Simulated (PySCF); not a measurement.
Species: C5H4F2.
Numbering: `[CH3:1][C:2]#[C:3]/[C:4]([F:5])=[CH:6]\[F:7]` (hydrogens: H8, H9, H10 on C1; H11 on C6)

Computed by this run: PBE0-D3(BJ)/def2-SVP geometry optimisation, gas phase in PySCF; density fitting, grid level 1; the optimiser is geomeTRIC in internal coordinates, started from a GFN2-xTB structure with every atom displaced at random (about 0.01 Å).

At the end of the run (lengths in Å): C3–C4 1.416, C1–H9 1.101, C6–F7 1.323, C4–F5 1.339, C1–C2 1.449, C4=C6 1.341, C6–H11 1.092, C3–C4–C6 125.7°, C2–C3–C4 179.6°, F5–C4–C6 117.7°, C1–C2–C3 179.9°, C3–C4–C6–F7 0°.

**Question.** These geometries were met on the way; a selection of coordinates is given. Order them by energy above the end point, lowest first.
A. C3–C4 1.432, C1–H9 1.113, C6–F7 1.323, C4–F5 1.330, C1–C2 1.450, C4=C6 1.338, C6–H11 1.096, C3–C4–C6 121.9°, C2–C3–C4 176.0°, F5–C4–C6 119.9°, C1–C2–C3 179.3°, C3–C4–C6–F7 0°
B. C3–C4 1.355, C1–H9 1.052, C6–F7 1.348, C4–F5 1.364, C1–C2 1.467, C4=C6 1.358, C6–H11 1.081, C3–C4–C6 127.6°, C2–C3–C4 178.2°, F5–C4–C6 114.7°, C1–C2–C3 178.2°, C3–C4–C6–F7 0°
C. C3–C4 1.416, C1–H9 1.096, C6–F7 1.323, C4–F5 1.335, C1–C2 1.450, C4=C6 1.342, C6–H11 1.091, C3–C4–C6 126.4°, C2–C3–C4 178.0°, F5–C4–C6 117.5°, C1–C2–C3 179.6°, C3–C4–C6–F7 0°

**Answer.** C (0.004 eV), A (0.026 eV), B (0.188 eV).

```
step  E above end (eV)  rms distance from the end, all atoms (Å)  largest force (eV/Å)  rms shift of all bonds from the end (Å)
   3             0.004                                     0.021                 0.264                                    0.002
   1             0.026                                     0.101                 0.859                                    0.007
   0             0.188                                     0.028                 3.986                                    0.029
```

Rows stand in the order of the answer.
